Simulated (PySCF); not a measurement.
Al(H)(Me)(nBu), C5H13Al, SMILES [CH3][AlH][CH2]CCC, GFN2-xTB optimised geometry.

```
19

Al     0.44    -1.85     0.00
H     -0.28    -3.22     0.04
C      2.43    -1.85     0.00
H      2.86    -1.27    -0.82
H      2.81    -2.87    -0.10
H      2.86    -1.44     0.92
C     -0.74    -0.23     0.00
C     -0.09     0.91     0.80
C     -0.82     2.25     0.68
C     -2.21     2.23     1.30
H     -0.95     0.15    -1.01
H     -1.73    -0.46     0.43
H     -0.04     0.63     1.86
H      0.94     1.05     0.46
H     -0.22     3.03     1.17
H     -0.90     2.52    -0.38
H     -2.15     1.94     2.35
H     -2.86     1.54     0.78
H     -2.66     3.22     1.25
```

Density from PBE0/def2-SVP (PySCF) at that geometry.

Minimum of the electron density along straight lines between bonded atoms, close to the bond critical point (lines longer than 1.1 times the sum of covalent radii, or with two minima, are not listed):

| bond | length / Å | ρ at the minimum / e bohr⁻³ | ∇²ρ there / e bohr⁻⁵ | position (fraction from the first atom) |
|---|---|---|---|---|
| Al1–H2 | 1.552 | 0.083 | 0.29 | 0.50 |
| Al1–C3 | 1.989 | 0.079 | 0.31 | 0.40 |
| C3–H4 | 1.096 | 0.263 | -0.90 | 0.62 |
| C3–H5 | 1.097 | 0.264 | -0.91 | 0.62 |
| C3–H6 | 1.097 | 0.262 | -0.90 | 0.62 |
| Al1–C7 | 2.004 | 0.079 | 0.29 | 0.40 |
| C7–C8 | 1.540 | 0.233 | -0.50 | 0.50 |
| C8–C9 | 1.531 | 0.243 | -0.55 | 0.50 |
| C9–C10 | 1.525 | 0.243 | -0.55 | 0.50 |
| C7–H11 | 1.101 | 0.262 | -0.88 | 0.62 |
| C7–H12 | 1.099 | 0.265 | -0.90 | 0.62 |
| C8–H13 | 1.095 | 0.273 | -0.97 | 0.62 |
| C8–H14 | 1.096 | 0.274 | -0.98 | 0.62 |
| C9–H15 | 1.094 | 0.275 | -0.99 | 0.62 |
| C9–H16 | 1.093 | 0.275 | -0.99 | 0.62 |
| C10–H17 | 1.088 | 0.275 | -0.99 | 0.62 |
| C10–H18 | 1.087 | 0.277 | -1.01 | 0.62 |
| C10–H19 | 1.088 | 0.276 | -1.00 | 0.62 |
